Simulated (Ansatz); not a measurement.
Harmonic frequencies (cm⁻¹) at PBE0-D4/def2-TZVP from Ansatz: 67, 114, 203, 310, 341, 366, 473, 488, 515, 552, 601, 652, 697, 792, 846, 915, 930, 964, 1015, 1279, 1402, 1586, 1619, 2124, 2194, 3583, 3605, 3674, 3718, 3922.

Each molecule was computed in one conformer, which needn't be the lowest.

Problem. Which molecule is it?
A. `N[SiH2]B(N)O`
B. `B[O][Ga]([Cl])[O][SiH3]`
C. `NB(N)O[SiH3]`
D. `[CH3][GaH][B]1CS1`

Solution. A.
